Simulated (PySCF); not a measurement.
3-ethylphenol, C8H10O.
SMILES with atom numbers: `[CH3:1][CH2:2][c:3]1[cH:4][cH:5][cH:6][c:7]([OH:8])[cH:9]1` (hydrogens: H10, H11, H12 on C1; H13, H14 on C2; H15 on C4; H16 on C5; H17 on C6; H18 on O8; H19 on C9)

The same species was optimised twice, with GFN2-xTB and with PBE0-D3(BJ)/def2-SVP (PySCF), and the same property calculations (PySCF, gas phase) were run on both structures.

```json
{"coordinate": "C7–O8 (Å)", "GFN2-xTB": "1.363", "PBE0-D3(BJ)/def2-SVP": "1.351", "change": "-0.012"}
{"coordinate": "C3–C4 (Å)", "GFN2-xTB": "1.390", "PBE0-D3(BJ)/def2-SVP": "1.402", "change": "+0.012"}
{"coordinate": "C3–C9 (Å)", "GFN2-xTB": "1.385", "PBE0-D3(BJ)/def2-SVP": "1.395", "change": "+0.010"}
{"coordinate": "C5–C6 (Å)", "GFN2-xTB": "1.384", "PBE0-D3(BJ)/def2-SVP": "1.393", "change": "+0.009"}
{"coordinate": "C4–C5 (Å)", "GFN2-xTB": "1.382", "PBE0-D3(BJ)/def2-SVP": "1.392", "change": "+0.010"}
{"coordinate": "C6–C7 (Å)", "GFN2-xTB": "1.389", "PBE0-D3(BJ)/def2-SVP": "1.398", "change": "+0.009"}
{"coordinate": "C7–C9 (Å)", "GFN2-xTB": "1.390", "PBE0-D3(BJ)/def2-SVP": "1.398", "change": "+0.008"}
{"coordinate": "C2–C3 (Å)", "GFN2-xTB": "1.502", "PBE0-D3(BJ)/def2-SVP": "1.506", "change": "+0.004"}
{"coordinate": "C1–C2 (Å)", "GFN2-xTB": "1.530", "PBE0-D3(BJ)/def2-SVP": "1.527", "change": "-0.003"}
{"coordinate": "C1–C2–C3 (°)", "GFN2-xTB": "110.4", "PBE0-D3(BJ)/def2-SVP": "112.5", "change": "+2.1"}
{"coordinate": "C6–C7–O8 (°)", "GFN2-xTB": "122.1", "PBE0-D3(BJ)/def2-SVP": "122.5", "change": "+0.4"}
{"coordinate": "O8–C7–C9 (°)", "GFN2-xTB": "118.1", "PBE0-D3(BJ)/def2-SVP": "117.7", "change": "-0.4"}
{"coordinate": "C4–C5–C6 (°)", "GFN2-xTB": "120.4", "PBE0-D3(BJ)/def2-SVP": "120.7", "change": "+0.3"}
{"coordinate": "C3–C9–C7 (°)", "GFN2-xTB": "120.6", "PBE0-D3(BJ)/def2-SVP": "120.9", "change": "+0.3"}
{"coordinate": "C3–C4–C5 (°)", "GFN2-xTB": "120.4", "PBE0-D3(BJ)/def2-SVP": "120.2", "change": "-0.2"}
{"coordinate": "C4–C3–C9 (°)", "GFN2-xTB": "119.1", "PBE0-D3(BJ)/def2-SVP": "119.0", "change": "-0.1"}
{"coordinate": "C5–C6–C7 (°)", "GFN2-xTB": "119.6", "PBE0-D3(BJ)/def2-SVP": "119.5", "change": "-0.1"}
{"coordinate": "C1–C2–C3–C4 (°)", "GFN2-xTB": "-87", "PBE0-D3(BJ)/def2-SVP": "-87", "change": "0"}
```

Rotational constants: A = 3007, B = 1168, C = 904.2 MHz (GFN2-xTB) against A = 2978, B = 1151, C = 890.8 MHz (PBE0-D3(BJ)/def2-SVP). Point groups within 0.08 Å: C1 and C1.

On the GFN2-xTB structure: HOMO (eV) -6.46 [PBE0/pcSseg-1]; LUMO (eV) -0.11 [PBE0/pcSseg-1]; dipole (D) 1.04 [PBE0/pcSseg-1]; GIAO shielding of C1 (ppm) 164.7 [PBE0/pcSseg-1]; GIAO shielding of C2 (ppm) 151.8 [PBE0/pcSseg-1]; GIAO shielding of C3 (ppm) 33.1 [PBE0/pcSseg-1]; GIAO shielding of C4 (ppm) 62.5 [PBE0/pcSseg-1]; GIAO shielding of C5 (ppm) 51.9 [PBE0/pcSseg-1]; GIAO shielding of C6 (ppm) 72.1 [PBE0/pcSseg-1]; GIAO shielding of C7 (ppm) 22.9 [PBE0/pcSseg-1]; GIAO shielding of O8 (ppm) 210.2 [PBE0/pcSseg-1].

What do these properties become on the PBE0-D3(BJ)/def2-SVP structure?

| property | level | on GFN2-xTB | on PBE0-D3(BJ)/def2-SVP | change |
| --- | --- | --- | --- | --- |
| HOMO (eV) | PBE0/pcSseg-1 | -6.46 | -6.43 | +0.03 |
| LUMO (eV) | PBE0/pcSseg-1 | -0.11 | -0.18 | -0.07 |
| dipole (D) | PBE0/pcSseg-1 | 1.04 | 1.03 | -0.01 |
| energy, GFN2-xTB geometry as zero (kcal/mol) | PBE0/pcSseg-1 | 0.0 | -0.4 | -0.4 |
| GIAO shielding of C1 (ppm) | PBE0/pcSseg-1 | 164.7 | 163.4 | -1.3 |
| GIAO shielding of C2 (ppm) | PBE0/pcSseg-1 | 151.8 | 150.9 | -0.9 |
| GIAO shielding of C3 (ppm) | PBE0/pcSseg-1 | 33.1 | 31.1 | -2.0 |
| GIAO shielding of C4 (ppm) | PBE0/pcSseg-1 | 62.5 | 59.8 | -2.7 |
| GIAO shielding of C5 (ppm) | PBE0/pcSseg-1 | 51.9 | 49.5 | -2.4 |
| GIAO shielding of C6 (ppm) | PBE0/pcSseg-1 | 72.1 | 70.4 | -1.7 |
| GIAO shielding of C7 (ppm) | PBE0/pcSseg-1 | 22.9 | 22.1 | -0.8 |
| GIAO shielding of O8 (ppm) | PBE0/pcSseg-1 | 210.2 | 210.7 | +0.5 |

The heavy atoms differ by 0.020 Å rms after alignment. Among bonds between heavy atoms C3–C4 and C7–O8 change most and about equally (-0.012 to +0.012 Å). Changes are differences of the printed values. Neither structure is proved a minimum here.

Shape of the structure used: `[CH3:1][CH2:2][c:3]1[cH:4][cH:5][cH:6][c:7]([OH:8])[cH:9]1`: C1–C2–C3–C4 -87°, H–O8–C7–C6 0°.
